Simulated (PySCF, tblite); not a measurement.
Isomers of C6H16OSSi. Calculated harmonic vibrations of the isolated species, GFN2-xTB (tblite), most abundant isotopes, no scaling. The method is semi-empirical: single wavenumbers can be off by several per cent or more. Modes of hydrogen on silicon can be 10 to 20 % off. One conformer each.

Electronic energies: PBE0/pcSseg-1 single points on the GFN2-xTB geometries (PySCF, gas phase).

```csv
SMILES,"electronic energy, lowest = 0 (kcal/mol)"
COC[SiH2]SC(C)(C)C,0.0
C[C@@H](CCC[SiH3])[S@@](C)=O,38.7
C[C@@H](CCC[SiH3])[S@](C)=O,38.0
```

How do GFN2-xTB zero-point energies change the relative energies?

```csv
SMILES,ZPE (kcal/mol),of it from modes above 1550 cm⁻¹,electronic (kcal/mol),"with ZPE, lowest = 0 (kcal/mol)",lowest mode (cm⁻¹),rings
COC[SiH2]SC(C)(C)C,129.6,66.3,0.0,0.0,36,0
C[C@@H](CCC[SiH3])[S@](C)=O,127.9,65.5,38.0,36.3,26,0
C[C@@H](CCC[SiH3])[S@@](C)=O,128.0,65.5,38.7,37.1,30,0
```

The zero-point energies span 1.7 kcal/mol, from `C[C@@H](CCC[SiH3])[S@](C)=O` to `COC[SiH2]SC(C)(C)C`. The order is unchanged.

And how do the electronic energies of GFN2-xTB itself compare?

`COC[SiH2]SC(C)(C)C` 0.0; `C[C@@H](CCC[SiH3])[S@](C)=O` 23.7; `C[C@@H](CCC[SiH3])[S@@](C)=O` 24.2 kcal/mol, lowest = 0. Against the energies above, taken from the same isomer `COC[SiH2]SC(C)(C)C`, the largest difference is 14.5 kcal/mol.

What do entropy and thermal enthalpy add at 298.15 K and 1 bar (rigid rotor, harmonic oscillator, one conformer each)?

| SMILES | point group | symmetry number | S (cal/(mol K)) | H − H(0) (kcal/mol) | ZPE + H − H(0) − TS (kcal/mol) |
| --- | --- | --- | --- | --- | --- |
| COC[SiH2]SC(C)(C)C | C1 | 1 | 118.7 | 9.39 | 103.6 |
| C[C@@H](CCC[SiH3])[S@](C)=O | C1 | 1 | 118.8 | 9.24 | 101.7 |
| C[C@@H](CCC[SiH3])[S@@](C)=O | C1 | 1 | 118.0 | 9.20 | 102.0 |
